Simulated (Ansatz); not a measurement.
Frontier orbitals of `C=C(F)BO`.

Charge 0, multiplicity 1. All single points use the PBE0-D4/def2-TZVP geometry. It is one conformer, not always the lowest. Basis def2-TZVPP, Ansatz 0.2.0.

Orbital energies of one run (eV). Highest occupied ones, from the top: -7.64, -8.80, -10.35, -10.85, -10.94, -11.63, -12.84, -13.52, -14.62, -15.67, -16.84, -21.47, -28.73, -33.82. Empty: -1.79, 0.58, 1.24, 1.48, 2.08, 2.65.

(1) Which functional gave them?
A. BLYP
B. LC-ωPBE
C. revPBE
D. HSE06 (plane-wave form)

## Answers

(1) D. HOMO energies: HSE06 -7.64, revPBE -6.73, LC-ωPBE -10.76, BLYP -6.67 eV.

LC-ωPBE has ω = 0.4 bohr⁻¹.
